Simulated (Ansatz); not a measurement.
```json
{"atom": "Cr", "x (Å)": "0.0000", "y (Å)": "0.0000", "z (Å)": "0.0000"}
{"atom": "C", "x (Å)": "0.0000", "y (Å)": "0.0000", "z (Å)": "2.4450"}
```

Basis set: pcseg-2. Charge 0. Computed with Ansatz (development build ahead of 0.2.0); the lowest solution found for each multiplicity.

How do the multiplicities compare at this shape? Give, from the lowest of each method, PBE0 (unrestricted) for 1, 3; PBE (unrestricted) for 1, 3; HF (unrestricted) for 1, 3.

| method | multiplicity | E (eV) | <S²> |
| --- | --- | --- | --- |
| PBE0, unrestricted | 1 | 1.460 | 3.88 |
| PBE0, unrestricted | 3 | 0.000 | 4.89 |
| PBE, unrestricted | 1 | 1.297 | 3.69 |
| PBE, unrestricted | 3 | 0.000 | 4.77 |
| HF, unrestricted | 1 | 0.879 | 3.98 |
| HF, unrestricted | 3 | 0.000 | 4.91 |

Caution: the unrestricted determinant is a mixture of spin states.
